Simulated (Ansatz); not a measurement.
Ansatz (a first-principles code) input:
A basis named .json is the Basis Set Exchange file of that set.

Ansatz 0.2 input:
```yaml
crystal:
  periodic: [false, false, false]
  atoms:
    - {symbol: C, position_ang: [-3.53978944, 0.83099863, -0.46024481]}
    - {symbol: C, position_ang: [-2.14769823, 1.04419551, 0.12683645]}
    - {symbol: C, position_ang: [-1.13447689, 0.00381069, -0.34491823]}
    - {symbol: C, position_ang: [0.26050994, 0.21361773, 0.24050157]}
    - {symbol: C, position_ang: [1.25840749, -0.83257537, -0.24031857]}
    - {symbol: S, position_ang: [2.93529139, -0.66828794, 0.39728863]}
    - {symbol: H, position_ang: [-4.24249016, 1.58754944, -0.10673972]}
    - {symbol: H, position_ang: [-3.51794099, 0.88096137, -1.55157055]}
    - {symbol: H, position_ang: [-3.93750268, -0.14823525, -0.18295312]}
    - {symbol: H, position_ang: [-1.78613880, 2.04283359, -0.13828261]}
    - {symbol: H, position_ang: [-2.20249947, 1.02148919, 1.21989300]}
    - {symbol: H, position_ang: [-1.07795228, 0.02536735, -1.43929191]}
    - {symbol: H, position_ang: [-1.49467536, -0.99686606, -0.07993410]}
    - {symbol: H, position_ang: [0.63001221, 1.20765343, -0.02550035]}
    - {symbol: H, position_ang: [0.21370445, 0.18643879, 1.33250270]}
    - {symbol: H, position_ang: [1.34158026, -0.82958729, -1.33327043]}
    - {symbol: H, position_ang: [0.92752328, -1.84528069, 0.01739052]}
basis:
  gaussian:
    orbitals: cc-pwCVTZ.json
magnetization: {spin_polarized: true, initial_magnetization: 1}
correlation: {method: ccsd_t, electrons: outside_noble_gas}
```

**Question.** Which total energy does the run end on?

**Answer.** -594.50116 Eh (CCSD(T)/cc-pwCVTZ).

It need not be the lowest isomer of its formula.
